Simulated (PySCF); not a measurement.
H2OTe, SMILES O[TeH]. Heavy atoms are numbered as in [TeH:1][OH:3]. Hydrogens are named by the atom that carries them.

Coordinates come from a PBE0-D3(BJ)/def2-TZVP optimisation. The def2 effective core potentials stand for the cores of Te; spin–orbit coupling is left out.

Computed with PBE0/def2-TZVPD (PySCF).

Mulliken values depend strongly on the basis, most of all with diffuse functions as here. ESP charges are fitted to the potential on shells at 1.4 to 2.0 van der Waals radii. Atomic charges (e), one atom of each kind:

| atom | ESP fit | Mulliken |
|---|---|---|
| Te1 (TeH) | (withheld) | 0.18 |
| H on Te1 | (withheld) | 0.09 |
| O3 (OH) | (withheld) | -0.62 |
| H on O3 | (withheld) | 0.35 |

Task: Complete the blanks. (Estimate from the structure and the level; the computed values follow.)

Result: 
- Te1 (TeH), ESP fit: 0.07
- H on Te1, ESP fit: 0.05
- O3 (OH), ESP fit: -0.47
- H on O3, ESP fit: 0.35
